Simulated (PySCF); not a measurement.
# Electron correlation in Kr³⁺ (krypton, charge +3)

[Ar] 3d10 4s2 4p3, high-spin 4S determinant. Computed with PySCF 2.14 in aug-cc-pVDZ-DK (6s5p3d, 36 functions), with scalar relativity by spin-free X2C-1e. Frozen: [Ar] 3d10; 5 electrons correlated.

| level | correlation energy (mhartree) |
| --- | --- |
| CCSD | -74.20 |
| (T) | -0.57 |
| CCSD(T) | -74.77 |
| CCSDT | -74.89 |

Diagnostics: T1 = 0.00095, D1 = 0.0014, largest double amplitude 0.048.

Cost of the coupled-cluster step: about 0.09 core-seconds, for 5 correlated electrons.
